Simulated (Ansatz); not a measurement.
A run of Ansatz (development build ahead of 0.2.0) on singlet TiO₂ at this shape:

| atom | x (Å) | y (Å) | z (Å) |
| --- | --- | --- | --- |
| Ti | 0.0000 | 0.0000 | -0.3577 |
| O | 0.0000 | 1.2196 | 0.4918 |
| O | 0.0000 | -1.2196 | 0.4918 |

Its results:

```json
{
  "Converged": "yes",
  "Reference energy": "-998.13926 hartree",
  "Correlation energy": "-0.95198 hartree",
  "Total energy": "-999.09124 hartree",
  "Spin squared of the determinant": "0.000"
}
```

**Question.** Which input gives this output? Name the method, the orbitals and the basis set, and write the input.

**Answer.** RHF-MP2 in cc-pVTZ. An unrestricted run that stays on the closed shell gives the same numbers.

```yaml
crystal:
  periodic: [false, false, false]
  atoms:
    - { symbol: Ti, position_ang: [0.0, 0.0, -0.3577] }
    - { symbol: O, position_ang: [0.0, 1.21957, 0.49184] }
    - { symbol: O, position_ang: [0.0, -1.21957, 0.49184] }
basis:
  gaussian: { orbitals: cc-pVTZ }
hamiltonian:
  xc: hf
correlation:
  method: mp2
  frozen_orbitals: { O: 1, Ti: 5 }
```

Caution: no unrestricted run beside it, a lower state can exist; other spin multiplicities were not run.
